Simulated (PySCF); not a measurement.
CH₃F₂Ga, SMILES [CH3][Ga]([F])[F].

The structure is a stationary point at PBE0-D3(BJ)/def2-SVP.

Calculation: PySCF with PBE0/def2-TZVPD.

Gas-phase values at a fixed geometry.

```yaml
total_energy: -2164.16346 hartree
point_group: Cs
highest_occupied_level: -9.65 eV
lowest_empty_level: -1.10 eV
orbital_gap: 8.55 eV
dipole_moment: 3.59 D
quadrupole, principal values (traceless, Buckingham form, about the centre of nuclear charge): -7.45, -0.14, 7.58 D·Å
mean_static_polarisability: 38.6 bohr³ (5.72 Å³)
polarisability_principal_values: 32.0, 37.6, 46.2 bohr³
```
